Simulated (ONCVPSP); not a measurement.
# What the settings do to the ONCV potential of Te (Z = 52)

Base potential:

* Element: Te (Z = 52)
* Generator: ONCVPSP 4.0.1
* Type: optimised norm-conserving Vanderbilt (ONCV)
* Functional: PBE
* Relativity: scalar-relativistic
* Frozen core: [Ar] 3d10
* Valence charge: 24
* Reference configuration: 4s2 4p6 4d10 5s2 5p4
* Partial waves: 4s+5s: rc 1.25 bohr, ncon 3, nbas 8, qcut 9.6 1/bohr, 2 projectors; 4p+5p: rc 1.45 bohr, ncon 4, nbas 8, qcut 9.8 1/bohr, 2 projectors; 4d: rc 0.95 bohr, ncon 3, nbas 7, qcut 11.1 1/bohr, 2 projectors, debl 0.9 Ha
* Local potential: polynomial inside 0.70 bohr (lpopt 5, dvloc0 0 Ha)
* Core correction: none

In the d channel the program set the typed energies aside and used -1.531, 0.250 Ha.

All-electron outer shells of the reference configuration (PBE, scalar-relativistic, ld1.x):

```tsv
shell	level (eV)	outermost node (bohr)	outermost maximum (bohr)
3p	-803.91	0.13	0.29
3d	-560.05	–	0.24
4s	-164.39	0.38	0.70
4p	-114.41	0.38	0.74
4d	-41.65	0.36	0.81
5s	-15.11	0.91	1.80
5p	-5.95	1.00	2.17
```

Cutoffs, loose and tight: the cutoffs (Ha) at which the residual kinetic energy of the hardest occupied pseudo-wave falls to 1 and 0.1 mHa per electron. They do not see the model core or the augmentation charge, which bear on the density cutoff. Test errors are all-electron minus pseudo excitation energies from the reference, over the configurations 4s2 4p6 4d10 5s2 5p3; 4s2 4p6 4d10 5s2 5p2; 4s2 4p6 4d10 5s2 5p1; 4s2 4p6 4d9 5s2 5p5. A dash means not determined; rows that change the core or the reference have their own tests.

A true bound ghost makes a file unfit for plane-wave use even where its test errors are small: the radial tests pick states by their node count and pass the ghost by.

| change | outcome | cutoff, loose | cutoff, tight | bound ghosts | GHOST(+) flags above zero | largest test error (meV) |
| --- | --- | --- | --- | --- | --- | --- |
| base | generated, projector energies reset by the program | 52 Ha | 60 Ha | none | s | -12 |
| d: qcut 6.7 | generated, projector energies reset by the program | – | – | d | s | -12 |
| d: qcut 8.5 | generated, projector energies reset by the program | 175 Ha | 274 Ha | none | s | -12 |
| d: qcut 11.3 | generated, projector energies reset by the program | 52 Ha | 61 Ha | none | s | -12 |
| d: qcut 12.7 | generated, projector energies reset by the program | 54 Ha | 64 Ha | none | s | -12 |
| d: qcut 13.4 | generated, projector energies reset by the program | 55 Ha | 65 Ha | none | s | -12 |
| d: qcut 15.3 | generated, projector energies reset by the program | 55 Ha | 66 Ha | none | s | -12 |
| d: qcut 16.1 | generated, projector energies reset by the program | 55 Ha | 65 Ha | none | s | -12 |

Question: What comes out with this change to the base: d: qcut 9.5?

Answer: outcome: generated, projector energies reset by the program; cutoff, loose: 60 Ha; cutoff, tight: 197 Ha; bound ghosts: none; GHOST(+) flags above zero: s; largest test error (meV): -12.

Reading the sweep of the qcut of the d channel (base included, trends over the rows without a ghost): The loose cutoff is not monotonic: lowest 52 Ha at 11.1 1/bohr, highest 175 Ha at 8.5 1/bohr. The median size of the test errors (rows with all tests solved) is not monotonic: lowest 4.1 meV at 9.5 1/bohr, highest 5.3 meV at 13.4 1/bohr. Bound ghosts are found at 6.7 1/bohr.
